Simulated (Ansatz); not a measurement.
`CCC[CH](Cl)[InH2]` + HCl → `Cl[CH](Cl)[InH2]` + `CCC`  (substitution at a C–C bond)

Gas-phase electronic energies from Ansatz, PBE0-D4/def2-TZVP geometries. CCSD(T)/CBS adds triple-zeta CCSD(T) − MP2 to the extrapolated MP2 energy (def2 sets, frozen cores). This one scheme is used for every species. Functionals use def2-TZVPP. Elements past krypton have def2 core potentials. For In outer-core shells are correlated without core-valence functions, which leaves a few kJ/mol of doubt a bond. Each species was taken in one conformer, which may not be the lowest.

CCSD(T)/CBS gives +10.0 kcal/mol.

Problem. Another level gave +5.9 kcal/mol. Which?
A. CAM-B3LYP-D4/def2-TZVPP
B. RPA@PBE/def2-TZVPP
C. BLYP-D4/def2-TZVPP
D. PBE/def2-TZVPP

Solution. C. BLYP-D4 5.9, PBE 4.3, RPA@PBE/def2-TZVPP 9.6, CAM-B3LYP-D4 7.7 kcal/mol.

Largest T1 diagnostic among the species: 0.013.

From BLYP to BHLYP (50 % exact exchange), in def2-TZVPP and without D4, ΔE moves by +3.6 kcal/mol. In def2-TZVPP, CCSD(T) changes the Hartree–Fock value by +4.8 kcal/mol (the triples alone add +0.3 kcal/mol) and MP2 by +5.1 kcal/mol. The D4 term adds +3.1 kcal/mol with B3LYP and +1.9 kcal/mol with PBE0; it sums over pairs of atoms, weighted by their polarisabilities, and B3LYP, whose exchange is more repulsive, gets the larger term.

B3LYP here is the variant with VWN-RPA as its local correlation; programs differ in this.
